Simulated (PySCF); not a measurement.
In(NHMe)(OH)2 (CH6InNO2), SMILES [OH][In]([OH])[NH]C.

Geometry: B3LYP-D3(BJ)/def2-SVP. The structure was generated by enumeration; whether it is a known compound was not checked. The def2 effective core potentials stand for the cores of In; spin–orbit coupling is left out. Other conformers were not sampled.

Two levels are set side by side: PBE/def2-TZVP (PySCF) and ωB97X/def2-TZVP (PySCF). Same geometry, gas phase. Differences are taken from unrounded values.

```json
[
 {"quantity": "orbital gap (eV)", "PBE": "2.93"},
 {"quantity": "highest occupied level (eV)", "PBE": "-5.39"},
 {"quantity": "lowest empty level (eV)", "PBE": "-2.46"},
 {"quantity": "dipole moment (D)", "PBE": "2.38"},
 {"quantity": "mean polarisability (bohr³)", "PBE": "67.1"}
]
```

Problem. These are the PBE values. What does ωB97X give? (The exact figures need the calculation; the answer reports its results.)

Solution. 
```csv
quantity,ωB97X,PBE minus ωB97X
orbital gap (eV),9.55,-6.62
highest occupied level (eV),-9.16,3.77
lowest empty level (eV),0.39,-2.85
dipole moment (D),2.53,-0.15
mean polarisability (bohr³),60.8,6.3
```

PBE's occupied levels lie high since its potential decays too fast outside the molecule; exact exchange lowers them and widens the gap. PBE's more diffuse valence density responds more strongly to a field. Differences between two approximate levels are no errors against the true value.

Rough cost on one machine, each run with all the roots and properties that it gave: ωB97X against PBE within a factor of 2.
